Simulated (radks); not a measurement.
The numbers below are computed, except where a source is named.
Ionisation of the strontium ion Sr3+, [Ar] 3d10 4s2 4p5, to [Ar] 3d10 4s2 4p4 as the strength of local exchange is varied. Level of theory: non-relativistic Kohn-Sham, Slater X-alpha exchange (alpha = 2/3 is LDA exchange), no correlation, spin-polarised, spherical densities, point nucleus; open shells are filled with parallel spins first (spin-orbit coupling, left out, can overturn this in heavy ions); relativity is left out, which matters for an element this heavy (a radial shooting solver on a logarithmic mesh with Libxc functionals).

alpha  E(Sr3+) (hartree)  exchange (hartree)  IE (eV)  -e of the level emptied (eV)  <r> of it (bohr)
0.578        -3111.22893           -82.53039   53.006                   46.297 (4p)             1.525
0.649        -3121.38177           -92.94295   54.349                   47.640 (4p)             1.510
0.667        -3123.96051           -95.59229   54.693                   47.983 (4p)             1.507
0.711        -3130.27222          -102.08468   55.537                   48.829 (4p)             1.498
0.715        -3130.84658          -102.67603   55.614                   48.906 (4p)             1.497
0.746        -3135.30113          -107.26552   56.213                   49.506 (4p)             1.491

NIST Atomic Spectra Database: 56.280 eV (semi-empirical). The central value is not met in this range of alpha. Relativity is left out here, which matters for elements this heavy. Open shells are spherical and high-spin; term and fine-structure splittings are not resolved.
